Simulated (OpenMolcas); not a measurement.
Hf: the spin-orbit constant, worked from levels

| Property | Result |
| --- | --- |
| Program | OpenMolcas |
| Basis | ANO-RCC-VDZ [7s6p4d2f] |
| Scalar Hamiltonian | X2C, point nucleus |
| Active space | 4 electrons in 6 orbitals (5d 6s) |
| State averaging | 2S+1 = 5 even, 15 roots (10 in the spin-orbit step); 2S+1 = 3 even, 48 roots; 2S+1 = 1 even, 24 roots (15 in the spin-orbit step) |
| Spin-orbit coupling | state interaction with AMFI integrals over the reference wave functions, term energies averaged over their components |

Methods: CASSCF; MS-CASPT2, IPEA 0.25 Eh, imaginary shift 0.1 Eh (closed shells correlated: 5s 5p). Measured levels: NIST Handbook of Basic Atomic Spectroscopic Data.

**The spin-orbit constant.** For the Hund term 3F of d2, E(J) = (A/2) J(J+1) + constant and ζ = 2S·A = 2A. From J = 2 to J = 4 the energy changes by 7 A.

| Source | E(4) - E(2) | A | ζ |
| --- | --- | --- | --- |
| CASSCF | 4297.5 | 613.9 | 1228 |
| MS-CASPT2 | 4424.3 | 632.0 | 1264 |
| measured | 4567.6 | 652.5 | 1305 |

All in cm-1. MS-CASPT2 is off by -3.1 % and CASSCF by -5.9 %. Both methods take the spin-orbit matrix elements from the reference wave functions, so the second can move ζ only through the term energies and any multistate remixing. Second-order mixing with other terms is absorbed into this ζ.

CASPT2 does not keep the components of a term degenerate, so their means are used; among the terms shown or strongly mixed into the levels shown the widest spread is 630 cm-1 (5d2 6s2 3F, MS-CASPT2). Over all roots computed the reference weight is 0.87 to 0.96 in MS-CASPT2; the roots of lowest weight are the least certain, and an intruder state may touch them. Some high roots are left out of the spin-orbit mixing, which shifts the levels that they would mix with. Without dynamic correlation excited terms often stand tens of per cent too high (terms of higher spin than the ground term too low), and those without a measured partner can miss by more than the paired ones (holds for CASSCF). Computed and measured levels are paired by configuration, term and J; levels that our copy of the source lacks, or whose pairing is in doubt (as where it misses far off the trend of its configuration), stay unpaired and out of the deviations. Only configurations of the active space appear.
